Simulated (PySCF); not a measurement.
Species: C7H9OP.
Bonds: C1–C2, C2–O3 (aromatic), O3–C4 (aromatic), C4–C5 (aromatic), C5–C6, C6–C7, C7–C8, C5–P9 (aromatic), C2–P9 (aromatic), C6–C8. Hydrogens: H10, H11, H12 on C1; H13 on C4; H14 on C6; H15, H16 on C7; H17, H18 on C8.

Probes without a nucleus sit at each ring's centroid and 1 Å off its mean plane on both sides; NICS is minus the shielding there, NICSzz its component along the normal. Level: GIAO PBE0/pcSseg-1 (PySCF, non-relativistic, gas phase) on the GFN2-xTB geometry, one conformer.

Ring bond lengths (Å), with Mayer bond orders in brackets: C2–O3 1.342 (1.05), O3–C4 1.339 (1.04), C4–C5 1.358 (1.62), C5–P9 1.785 (1.10), P9–C2 1.717 (1.51); C6–C7 1.505 (0.94), C7–C8 1.492 (0.97), C8–C6 1.504 (0.94).

**Question.** What do the NICS probes read (ppm)?

**Answer.** 
| ring | type | NICS(0) | NICS(1), two faces | NICS(1)zz, two faces | rms pucker (Å) | centre to ring atoms, mean (Å) |
| --- | --- | --- | --- | --- | --- | --- |
| C2–O3–C4–C5–P9 | 5-membered ring with O and P; formal bonds all aromatic | -10.2 | -9.9 / -9.9 | -21.9 / -21.8 | 0.00 | 1.27 |
| C6–C7–C8 | 3-membered carbocycle; formal bonds all single | -42.2 | -8.1 / -7.2 | -24.2 / -24.5 | 0.00 | 0.87 |

**Question.** What do they say, and how far can they be read as aromaticity?

**Answer.** 
- C2–O3–C4–C5–P9: mean NICS(1)zz -21.8 ppm, shielded.
- C6–C7–C8: mean NICS(1)zz -24.3 ppm, shielded. C6, C7, C8 have four or more neighbours; no verdict on aromaticity is drawn. NICS(0) lies 35 ppm below the mean NICS(1).

**Question.** How equal are the bonds by HOMA? HOMA = 1 − mean of α(R − Ropt)² over the ring bonds, with Krygowski's 1993 parameters (CC: Ropt 1.388 Å, α 257.7 Å⁻²; CO: Ropt 1.265 Å, α 157.38 Å⁻²; CP: Ropt 1.698 Å, α 118.91 Å⁻²).

**Answer.** 
- C2–O3–C4–C5–P9: HOMA 0.41; the largest term is that of C2–O3, α(R − Ropt)² = 0.94.

**Question.** How shielded are the nuclei of the rings and their hydrogens (means over atoms taken as equivalent)?

**Answer.** 
```
   atoms                        environment  σ isotropic (ppm)  principal values of the symmetric part, first atom (ppm)
      C2        substituted aromatic carbon              -18.5                                        -169.9, 25.4, 89.1
      O3                  furan-type oxygen              -18.8                                      -218.7, -45.4, 207.7
      C4  aromatic CH next to a ring oxygen               38.6                                         -46.8, 67.9, 94.7
      C5        substituted aromatic carbon               27.7                                         -50.9, 5.4, 128.5
      C6               benzylic-type carbon              173.7                                       135.7, 163.3, 222.1
 C7 (×2)         three-membered-ring carbon              170.8                                       129.5, 173.4, 208.3
      P9           phosphorus bonded to 2 C              211.1                                        18.9, 155.9, 458.4
     H13                  aromatic hydrogen              23.73                                          20.6, 23.5, 27.1
     H14                   methine hydrogen              29.90                                          22.0, 28.4, 39.3
H15 (×2)                 methylene hydrogen              31.06                                          24.6, 30.4, 38.4
H16 (×2)                 methylene hydrogen              30.60                                          24.7, 26.3, 40.8
```

Conformer computed: `[CH3:1][c:2]1[o:3][cH:4][c:5]([CH:6]2[CH2:7][CH2:8]2)[p:9]1`: C4–C5–C6–C7 143°.
